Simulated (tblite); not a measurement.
Species: C7H6FS (doublet state).
Structure used (GFN2-xTB), in Å, numbered top down from 1:
```xyz
15
C7H6FS angstrom
C      3.6107    0.2362   -1.0948
C      2.4141    0.1898   -0.4747
C      1.3465    0.1614    0.1227
C      0.0366    0.0983    0.7139
C     -0.9967   -0.3512   -0.3473
C     -2.3596   -0.4817    0.2664
F     -2.4685   -1.4932    1.1753
C     -3.3629    0.3105    0.0041
S     -4.4711    1.3199   -0.4306
H      4.2142   -0.6486   -1.1921
H      3.9809    1.1588   -1.5052
H     -0.2479    1.0808    1.1017
H      0.0324   -0.6212    1.5380
H     -1.0347    0.3716   -1.1622
H     -0.6986   -1.3234   -0.7485
```

Method: GFN2-xTB as coded in tblite; computed harmonic values from a numerical Hessian at the method's own geometry, unscaled. Against measured fundamentals such values can be off by several per cent, at times by over 20. One conformer, not necessarily the lowest. Open shells enter through the occupations alone, without spin polarisation, and single modes of such species can be off by tens of per cent.

Harmonic wavenumbers (cm⁻¹): 33.2, 46.9, 68.0, 95.1, 122.8, 158.5, 226.3, 241.7, 284.1, 306.9, 331.7, 403.1, 429.4, 509.5, 680.6, 717.5, 789.5, 856.7, 948.6, 982.8, 995.1, 1086.0, 1127.5, 1164.2, 1235.2, 1242.0, 1290.5, 1323.0, 1422.3, 1444.2, 1446.1, 1871.4, 2196.3, 2945.3, 2956.1, 2968.1, 3010.1, 3101.5, 3127.2.

A = 3055, B = 474.5, C = 424.4 MHz; mass 141.017 u (most abundant isotopes); point group C1, symmetry number 1; spin multiplicity 2.

What is the zero-point energy?

Half the sum of the wavenumbers: 22092 cm⁻¹ = 264.29 kJ/mol.

Give the ideal-gas entropy at 298.15 K and 1 bar in the rigid-rotor, harmonic-oscillator model (classical rotation).

Translation 170.58, rotation 128.18, vibration 150.18, spin (R ln 2) 5.76: S = 454.7 J/(mol K).

And Cp and H(298.15 K) − H(0)?

Cp = 159.63 J/(mol K), of which vibrations give 126.37 (their classical limit is 39 R = 324.3); H(298.15 K) − H(0) = 31.62 kJ/mol without the zero-point energy, 21.70 from vibrations.

How do the functions run with temperature in this model?

```tsv
T (K)	S (J/(mol K))	Cp (J/(mol K))	H − H(0) (kJ/mol)	G − H(0) (kJ/mol)	ln q(vib)
150	362.9	111.7	11.41	-43.02	4.62
250	427.9	144.8	24.28	-82.70	7.86
400	505.8	188.6	49.38	-152.92	12.18
600	591.1	232.4	91.76	-262.88	17.27
900	693.9	273.9	168.25	-456.24	23.93
```

q(vib) and H(0) count from the zero-point level.

What must be added to the electronic energy to get the Gibbs energy at 298.15 K and 1 bar?

ZPE + [H(298.15 K) − H(0)] − T·S = 264.29 + 31.62 − 135.57 = 160.34 kJ/mol.

Blend soft modes into free rotors: weight 1/[1 + (100 cm⁻¹/ν̃)⁴] for the oscillator and the rest for a rotor with moment μB/(μ + B), μ = h/(8π²ν), B = 10⁻⁴⁴ kg m². What vibrational entropy results?

132.56 J/(mol K) in place of 150.18, which changes −T·S at 298.15 K by +5.25 kJ/mol.

Hindered rotation and anharmonicity are outside this model. Other conformers, if any are populated, would add a mixing term that is left out. The structure is chiral; the term R ln 2 for an equal mix with its mirror image is left out.
